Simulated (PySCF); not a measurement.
**Iron: a sound run and one with changed settings**

Sound run: Fe²⁺ [Ar] 3d6, Fe³⁺ [Ar] 3d5. Calculation: PySCF 2.14, in x2c-TZVPall; the spin-free X2C one-electron Hamiltonian (Gaussian nucleus). In the sound run the correlated levels freeze [Ar]. The sound run starts from symmetry-adapted Hartree-Fock orbitals and uses a fine grid where one is needed.

Changed run: basis STO-3G, all-electron and non-relativistic. This setting is unsound on purpose.

```json
{"species": "Fe²⁺", "method": "UHF", "sound run (hartree)": "-1270.53749", "changed run (hartree)": "-1248.07201", "converged": "yes"}
{"species": "Fe²⁺", "method": "MN15", "sound run (hartree)": "-1272.38829", "changed run (hartree)": "-1247.20066", "converged": "yes"}
{"species": "Fe²⁺", "method": "M06-2X", "sound run (hartree)": "-1271.71902", "changed run (hartree)": "-1248.95729", "converged": "yes"}
{"species": "Fe²⁺", "method": "MP2", "sound run (hartree)": "-1270.63520", "changed run (hartree)": "-1248.07228", "converged": "yes"}
{"species": "Fe³⁺", "method": "UHF", "sound run (hartree)": "-1269.49869", "changed run (hartree)": "-1247.45476", "converged": "yes"}
{"species": "Fe³⁺", "method": "MN15", "sound run (hartree)": "-1271.24550", "changed run (hartree)": "-1246.51669", "converged": "yes"}
{"species": "Fe³⁺", "method": "M06-2X", "sound run (hartree)": "-1270.59334", "changed run (hartree)": "-1248.27551", "converged": "yes"}
{"species": "Fe³⁺", "method": "MP2", "sound run (hartree)": "-1269.54860", "changed run (hartree)": "-1247.45478", "converged": "yes"}
```

Ionisation energy of Fe²⁺:

| method | sound run (eV) | changed run (eV) |
| --- | --- | --- |
| UHF | 28.267 | 16.796 |
| MN15 | 31.097 | 18.612 |
| M06-2X | 30.631 | 18.552 |
| MP2 | 29.568 | 16.803 |
| SCS-MP2 | 29.669 | 16.804 |

A minimal basis cannot let orbitals breathe on ionisation and holds almost no correlation. The Hamiltonian changed with the basis, so the totals do not compare.

For comparison, NIST gives 30.651 ± 0.012 eV between the lowest levels.
